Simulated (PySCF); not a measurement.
## Spinor energies of Cl³⁺ (chlorine, charge +3)

Start: [Ne] 3s1 3p3; 3s1/2 filled at m_j = +1/2; 3p3/2 filled at m_j = -1/2, +1/2, +3/2. Calculated with PySCF 2.14 in x2c-TZVPall-2c with one added diffuse shell each of s, p type (6s7p2d1f, 44 functions): generalised Hartree-Fock with the X2C-1e Hamiltonian and a Gaussian nucleus; one run each with spin-orbit coupling (SO) switched off, then screened by Boettger's factors. This is a chosen level, not necessarily the ground level.

| spinor shell | electrons | ε, spin-free (eV) | ε, screened SO (eV) | weight of nominal j (screened SO) | rms radius, screened SO (bohr) |
| --- | --- | --- | --- | --- | --- |
| 1s1/2 | 2 | -2910.7 | -2910.7 | 1.000 | 0.105 |
| 2s1/2 | 2 | -335.32 | -335.32 | 1.000 | 0.478 |
| 2p1/2 | 2 | -264.92 | -266.93 | 0.749 | 0.448 |
| 2p3/2 | 4 | -264.92 | -263.92 | 0.875 | 0.450 |
| 3s1/2 | 1 | -73.683 | -73.682 | 1.000 | 1.48 |
| 3p3/2 | 3 | -54.890 | -54.890 | 0.661 | 1.62 |

```tsv
quantity	spin-free	screened SO
E (hartree)	-457.94238	-457.94345
M_J	2	2
⟨J²⟩	6.000	6.000
⟨L²⟩	0.000	0.000
⟨S²⟩	6.000	5.999
```

Each row is a mean over spinors that exchange with the open shell spreads, by up to 2.939 eV (2p3/2).

Rows whose weight is well below 1 are mixtures of j = l ± 1/2: exchange outweighs spin-orbit coupling there, and the label is only the starting occupation.

Without spin-orbit coupling the j labels of p, d and f shells carry no meaning; the spin-free column gives the mean over the occupied spinors of each nl shell.
